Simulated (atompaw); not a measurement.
## Ranking PAW (atompaw) potentials for tin

All share these settings but for the change named:

tin (Sn), PAW, made with atompaw 4.2.0.5 (PBE, scalar-relativistic). Core [Kr], reference 4d10 5s2 5p2. Waves: 5s (bound); 5s channel at 2.85 Ry; 5p (bound); 5p channel at 0.75 Ry; 4d (bound); 4d channel at -1.25 Ry. Local part: ultrasoft scheme with l = 3 at 0.5 Ry, radius 2.65 bohr. Core correction: smooth core density matched at 2.20 bohr. Augmentation charge: besselshape compensation charge, radius 2.40 bohr; PAW radius 2.65 bohr; waves and projectors: bloechl.

Cutoff: the first of the cutoffs (Ry, on a coarse ladder) from which the occupation-weighted sum of valence levels, in a spherical-Bessel basis at the reference potential, stays within 10 and 1 mRy of its value at 400 Ry; the density cutoff is not measured.

The base gives 35 Ry.

Of 8 variants that were run, those that failed, showed a ghost or another fault, or gave nearly equal values are left out.

A variant can come out equal or close to the base.

Task: Rank these variants from softest to hardest (loose cutoff).
A. all radii scaled by about 1.07 (s 2.84, p 2.84, d 1.56 bohr); local potential ultrasoft scheme with l = 3 at 0.5 Ry, radius 2.84 bohr; augmentation besselshape compensation charge, radius 2.58 bohr; PAW radius 2.84 bohr; waves and projectors: bloechl; core correction smooth core density matched at 2.36 bohr
B. all radii scaled by about 1.28 (s 3.38, p 3.38, d 1.86 bohr); local potential ultrasoft scheme with l = 3 at 0.5 Ry, radius 3.38 bohr; augmentation besselshape compensation charge, radius 3.06 bohr; PAW radius 3.38 bohr; waves and projectors: bloechl; core correction smooth core density matched at 2.82 bohr
C. all radii scaled by about 0.96 (s 2.54, p 2.54, d 1.40 bohr); local potential ultrasoft scheme with l = 3 at 0.5 Ry, radius 2.54 bohr; augmentation besselshape compensation charge, radius 2.30 bohr; PAW radius 2.54 bohr; waves and projectors: bloechl; core correction smooth core density matched at 2.12 bohr

Result: B (21 Ry), A (30 Ry), C (35 Ry).
